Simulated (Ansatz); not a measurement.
C2H4FNSi (`F[SiH]1C=NC1`). Charge 0, multiplicity 1. The structure was optimised at the PBE0-D4/def2-TZVP level.

```xyz
9

F    -0.507    0.687    2.195
Si   -0.310   -0.232    0.904
C    -1.110    0.172   -0.724
N     0.004    0.196   -1.364
C     1.069    0.117   -0.323
H    -0.477   -1.636    1.362
H    -2.058    0.254   -1.253
H     1.571    1.082   -0.237
H     1.818   -0.640   -0.562
```

Problem. What is the dipole moment at r2SCAN/def2-TZVPP? (Estimate.)

Solution. Ansatz gave: 0.69 D, with components (0.03, -0.58, 0.37) D in this frame, pointing from negative to positive charge.

Problem. And with PBE, B3LYP, ωB97M-V? (An estimate is asked.)

Solution. Ansatz gave: PBE 0.64 D, B3LYP 0.76 D, ωB97M-V 0.80 D.

Problem. Give the Mulliken charges with r2SCAN, PBE, B3LYP in def2-TZVPP. (An estimate is asked.)

Solution. Ansatz gave: 
```csv
atom,r2SCAN,PBE,B3LYP
F1,-0.32,-0.28,-0.32
Si2,0.63,0.51,0.60
C3,-0.11,-0.15,-0.16
N4,-0.18,-0.10,-0.15
C5,-0.11,-0.17,-0.19
H6,-0.09,-0.09,-0.09
H7,0.05,0.09,0.11
H8,0.07,0.10,0.10
H9,0.06,0.09,0.10
```

B3LYP here is the variant with VWN-RPA as its local correlation; programs differ in this.
